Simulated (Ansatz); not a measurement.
Consider the formal exchange of groups at a B–C bond: `BC[SiH2]Cl` + `[SiH3][O][AlH][SiH3]` → `[BH2][Al]([SiH3])[O][SiH3]` + `C[SiH2]Cl`.

Isolated molecules relaxed with PBE0-D4/def2-TZVP in Ansatz; ΔE leaves out vibrations. CCSD(T)/CBS adds triple-zeta CCSD(T) − MP2 to the extrapolated MP2 energy (def2 sets, frozen cores). DFT in def2-TZVPP. One conformer a species, not always the lowest.

`BC[SiH2]Cl`:

Cartesian coordinates in Å:
```
B 1.587 -0.279 -0.030
C 0.212 -0.358 0.655
Si -1.091 0.419 -0.447
Cl -2.914 0.298 0.501
H 2.289 0.679 0.119
H 1.952 -1.147 -0.769
H 0.145 0.214 1.586
H -0.150 -1.380 0.810
H -1.215 -0.300 -1.736
H -0.814 1.854 -0.688
```

`[SiH3][O][AlH][SiH3]`:

Cartesian coordinates in Å:
```
Si -0.721 -1.267 -1.907
O 0.194 -1.090 -0.576
Al 0.915 -0.516 0.836
Si 0.260 1.705 1.642
H -1.680 -0.136 -2.043
H 0.146 -1.304 -3.115
H -1.491 -2.536 -1.826
H 1.983 -1.459 1.527
H -1.034 2.157 1.059
H 0.132 1.732 3.127
H 1.296 2.715 1.275
```

`[BH2][Al]([SiH3])[O][SiH3]`:

Cartesian coordinates in Å:
```
B -2.412 -1.325 -0.322
Al -0.630 -0.175 -0.282
Si -0.072 1.680 -1.805
O 0.521 -0.540 0.904
Si 1.790 -0.630 1.912
H -2.517 -2.334 -0.962
H -3.405 -0.999 0.267
H -0.248 2.997 -1.124
H -0.943 1.699 -3.016
H 1.342 1.612 -2.272
H 2.511 0.671 1.970
H 2.736 -1.679 1.447
H 1.327 -0.976 3.283
```

`C[SiH2]Cl`:

Cartesian coordinates in Å:
```
C 0.015 -1.007 -0.087
Si 0.120 0.844 0.029
Cl -1.684 1.601 0.680
H 0.969 -1.414 -0.433
H -0.764 -1.307 -0.790
H -0.212 -1.443 0.888
H 0.403 1.457 -1.292
H 1.153 1.271 1.004
```

```tsv
level	ΔE (kcal/mol)
PBE-D4	10.4
ωB97X-V	10.8
ωB97M-V	12.0
B2PLYP	11.1
PBE	10.1
SCS-MP2/def2-TZVPP	11.7
CCSD(T)/def2-TZVPP	10.7
HF/def2-QZVPP	10.2
```

Question: What does CCSD(T)/CBS give? (Best estimate.)

Answer: Ansatz gave: +10.8 kcal/mol. The listed levels differ from it by -0.4, 0.0, 1.2, 0.3, -0.7, 0.9, -0.1, -0.6 kcal/mol.

Largest T1 diagnostic among the species: 0.013.
